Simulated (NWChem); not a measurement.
System: HSeSF; SMILES [Se](F)S

The following NWChem deck was run.

```
start job
memory heap 200 mb stack 900 mb global 1100 mb
geometry units angstroms noautoz
  Se    -0.407888     0.457480    -0.005635
  F      1.111665     1.374429    -0.023174
  S      0.285621    -1.578859    -0.058379
  H      0.454044    -1.788054     1.272495
end
basis spherical
  * library def2-svp
end
dft
  xc xpbe96 cpbe96
  iterations 150
  vectors input atomic output neutral.movecs
end
task dft energy
charge 1
dft
  odft
  mult 2
  vectors input atomic output cation.movecs
end
task dft energy
```

Output (shortened):

```
             Northwest Computational Chemistry Package (NWChem) 7.3.0
             --------------------------------------------------------

 C1  symmetry detected

                             Geometry "geometry" -> ""
                             -------------------------

 Output coordinates in angstroms (scale by  1.889725989 to convert to a.u.)

  No.       Tag          Charge          X              Y              Z
 ---- ---------------- ---------- -------------- -------------- --------------
    1 Se                  34.0000    -0.42334809     0.44658254    -0.00756944
    2 F                    9.0000     1.10415484     1.35037582    -0.01364429
    3 S                   16.0000     0.25291660    -1.59565513    -0.05599024
    4 H                    1.0000     0.40977575    -1.80670651     1.27600337

 Effective nuclear repulsion energy (a.u.)     264.0708933117

  pbe96 is a nonlocal functional; adding pw91lda local functional.

                                 NWChem DFT Module
                                 -----------------

 Summary of "ao basis" -> "ao basis" (spherical)
 ------------------------------------------------------------------------------
       Tag                 Description            Shells   Functions and Types
 ---------------- ------------------------------  ------  ---------------------
 Se                         def2-svp                12       32   5s4p3d
 F                          def2-svp                 6       14   3s2p1d
 S                          def2-svp                 8       18   4s3p1d
 H                          def2-svp                 3        5   2s1p

            General Information
            -------------------
          SCF calculation type: DFT
          Wavefunction type:  closed shell.
          No. of atoms     :     4
          No. of electrons :    60
           Alpha electrons :    30
            Beta electrons :    30
          Charge           :     0
          Spin multiplicity:     1
          Use of symmetry is: off; symmetry adaption is: off
          Maximum number of iterations: 150
          AO basis - number of functions:    69
                     number of shells:    29
          Convergence on energy requested:  1.00D-06
          Convergence on density requested:  1.00D-05
          Convergence on gradient requested:  5.00D-04

              XC Information
              --------------
          PerdewBurkeErnzerhof Exchange Functional  1.000
            Perdew 1991 LDA Correlation Functional  1.000 local
           PerdewBurkeErnz. Correlation Functional  1.000 non-local

             Grid Information
             ----------------
          Grid used for XC integration:  medium
          Radial quadrature: Mura-Knowles
          Angular quadrature: Lebedev.
          Tag              B.-S. Rad. Rad. Pts. Rad. Cut. Ang. Pts.
          ---              ---------- --------- --------- ---------
          Se                  1.15      112           8.0       590
          F                   0.50       49          10.0       434
          S                   1.00       88           8.0       590
          H                   0.35       45           9.0       434
          Grid pruning is: on
          Number of quadrature shells:   294
          Spatial weights used:  Erf1

      Superposition of Atomic Density Guess
      -------------------------------------

 Sum of atomic energies:       -2896.65089406

      Non-variational initial energy
      ------------------------------

 Total energy =   -2896.986428
 1-e energy   =   -4559.485773
 2-e energy   =    1398.428452
 HOMO         =      -0.230731
 LUMO         =      -0.037916

   convergence    iter        energy       DeltaE   RMS-Dens  Diis-err
 ---------------- ----- ----------------- --------- --------- ---------
 d= 0,ls=0.0,diis     1  -2898.9727296969 -3.16D+03  2.92D-02  7.08D-01
 d= 0,ls=0.0,diis     2  -2898.5089761944  4.64D-01  2.15D-02  5.35D+00
 d= 0,ls=0.0,diis     3  -2899.0414403840 -5.32D-01  5.99D-03  1.16D-01
 d= 0,ls=0.0,diis     4  -2899.0489196331 -7.48D-03  3.79D-03  3.53D-02
 d= 0,ls=0.0,diis     5  -2899.0531264467 -4.21D-03  1.49D-03  9.44D-03
  Resetting Diis
 d= 0,ls=0.0,diis     6  -2899.0545234479 -1.40D-03  2.12D-04  1.79D-04
 d= 0,ls=0.0,diis     7  -2899.0545545463 -3.11D-05  6.93D-05  5.71D-06
 d= 0,ls=0.0,diis     8  -2899.0545527096  1.84D-06  4.43D-05  2.33D-05
 d= 0,ls=0.0,diis     9  -2899.0545551785 -2.47D-06  1.05D-05  7.92D-07
 d= 0,ls=0.0,diis    10  -2899.0545552477 -6.92D-08  3.68D-06  6.12D-08

         Total DFT energy =    -2899.054555247695
      One electron energy =    -4558.418361335225
           Coulomb energy =     1518.339302151314
    Exchange-Corr. energy =     -123.046389375505
 Nuclear repulsion energy =      264.070893311722

 Numeric. integr. density =       59.999998407308

                       DFT Final Molecular Orbital Analysis
                       ------------------------------------

 Vector   28  Occ=2.000000D+00  E=-3.012958D-01
              MO Center=  4.1D-01,  1.3D-01, -5.0D-02, r^2= 3.4D+00
   Bfn.  Coefficient  Atom+Function         Bfn.  Coefficient  Atom+Function
  ----- ------------  ---------------      ----- ------------  ---------------
    37      0.340674  2 F  py                58     -0.321672  3 S  py
    36     -0.307587  2 F  px                55     -0.264547  3 S  py
    40     -0.240688  2 F  py                39      0.224044  2 F  px
     5      0.182677  1 Se s                 12     -0.182478  1 Se px
     4      0.178648  1 Se s                 13      0.175242  1 Se py

 Vector   29  Occ=2.000000D+00  E=-2.614968D-01
              MO Center=  2.6D-01, -1.2D+00, -3.2D-02, r^2= 2.2D+00
   Bfn.  Coefficient  Atom+Function         Bfn.  Coefficient  Atom+Function
  ----- ------------  ---------------      ----- ------------  ---------------
    57      0.578001  3 S  px                54      0.422117  3 S  px
    51      0.239267  3 S  px                37     -0.168724  2 F  py
    58      0.162317  3 S  py                40      0.123177  2 F  py
    55      0.120236  3 S  py                36     -0.112279  2 F  px
     4      0.102698  1 Se s                 16      0.091782  1 Se py

 Vector   30  Occ=2.000000D+00  E=-2.051793D-01
              MO Center= -1.7D-01,  3.7D-01,  2.5D-02, r^2= 2.4D+00
   Bfn.  Coefficient  Atom+Function         Bfn.  Coefficient  Atom+Function
  ----- ------------  ---------------      ----- ------------  ---------------
    17      0.560854  1 Se pz                14      0.498051  1 Se pz
    11     -0.306323  1 Se pz                38      0.297782  2 F  pz
    41     -0.229241  2 F  pz                65     -0.153418  4 H  s
    50      0.142415  3 S  s                 66     -0.128446  4 H  s
     8      0.099243  1 Se pz                56     -0.077062  3 S  pz

 Vector   31  Occ=0.000000D+00  E=-8.915430D-02
              MO Center= -1.5D-01,  3.5D-01, -1.0D-02, r^2= 2.6D+00
   Bfn.  Coefficient  Atom+Function         Bfn.  Coefficient  Atom+Function
  ----- ------------  ---------------      ----- ------------  ---------------
    15      0.634695  1 Se px                12      0.404865  1 Se px
    16      0.336369  1 Se py                36     -0.317184  2 F  px
    35     -0.311542  2 F  s                  4      0.280528  1 Se s
    39      0.276158  2 F  px                57     -0.252989  3 S  px
     9     -0.244473  1 Se px                13      0.192602  1 Se py

 Vector   32  Occ=0.000000D+00  E=-7.052635D-02
              MO Center= -1.3D-01, -3.5D-01,  1.9D-03, r^2= 3.3D+00
   Bfn.  Coefficient  Atom+Function         Bfn.  Coefficient  Atom+Function
  ----- ------------  ---------------      ----- ------------  ---------------
    16      0.729137  1 Se py                58      0.706371  3 S  py
    50      0.430531  3 S  s                 13      0.412598  1 Se py
     4     -0.335694  1 Se s                 55      0.295781  3 S  py
    15     -0.270145  1 Se px                10     -0.241784  1 Se py
    57     -0.232070  3 S  px                 5     -0.227653  1 Se s

 Vector   33  Occ=0.000000D+00  E=-1.327059D-02
              MO Center=  3.3D-01, -1.6D+00,  8.9D-01, r^2= 2.7D+00
   Bfn.  Coefficient  Atom+Function         Bfn.  Coefficient  Atom+Function
  ----- ------------  ---------------      ----- ------------  ---------------
    66      1.232092  4 H  s                 59     -0.867776  3 S  pz
    50     -0.698766  3 S  s                 65      0.344216  4 H  s
    56     -0.283547  3 S  pz                49     -0.233180  3 S  s
     4     -0.169146  1 Se s                 53     -0.162005  3 S  pz
    58      0.154613  3 S  py                48      0.152551  3 S  s

     Multipole analysis of the density
     ---------------------------------

     L   x y z        total         alpha         beta         nuclear
     -   - - -        -----         -----         ----         -------
     0   0 0 0     -0.000000    -30.000000    -30.000000     60.000000

     1   1 0 0     -0.449990     -0.224995     -0.224995     -0.000000
     1   0 1 0     -0.493417     -0.246709     -0.246709     -0.000000
     1   0 0 1      0.398206      0.199103      0.199103      0.000000

     2   2 0 0    -27.205959    -46.202170    -46.202170     65.198381
     2   1 1 0     -1.721746     -0.492613     -0.492613     -0.736520
     2   1 0 1      0.432060     -0.265467     -0.265467      0.962995
     2   0 2 0    -26.038033   -132.996938   -132.996938    239.955844
     2   0 1 1     -1.545717      1.292400      1.292400     -4.130517
     2   0 0 2    -26.364966    -16.185689    -16.185689      6.006411

                                 NWChem DFT Module
                                 -----------------

[...]
```

Level: PBE/def2-SVP, vertical spin-unrestricted ions. The geometry was optimised at PBE0/def2-SVP.
